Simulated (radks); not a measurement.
Question: All-electron atom: Hg76+ in [He] 2s2. All-electron calculation, Dirac Kohn-Sham, PBE, spin-unpolarised, spherical densities, point nucleus. Program: a radial shooting solver on a logarithmic mesh with Libxc functionals. Some entries of the table are withheld. Estimate them.

| orbital | occ. | eigenvalue (hartree) | <1/r> (bohr^-1) | r(max) (bohr) |
|---|---|---|---|---|
| 1s1/2 | 2 | -3414.841 | 97.95 | (1) |
| 2s1/2 | 2 | -848.7078 | 25.22 | (2) |
| 2p1/2 | 0 | -839.6184 | (3) | 0.04209 |
| 2p3/2 | 0 | -759.5179 | (4) | 0.04914 |
| 3s1/2 | 0 | -362.6568 | 10.53 | (5) |

Answer: 
(1) 1s1/2 r(max) (bohr): 0.01020
(2) 2s1/2 r(max) (bohr): 0.05781
(3) 2p1/2 <1/r> (bohr^-1): 25.08
(4) 2p3/2 <1/r> (bohr^-1): 20.35
(5) 3s1/2 r(max) (bohr): 0.1506
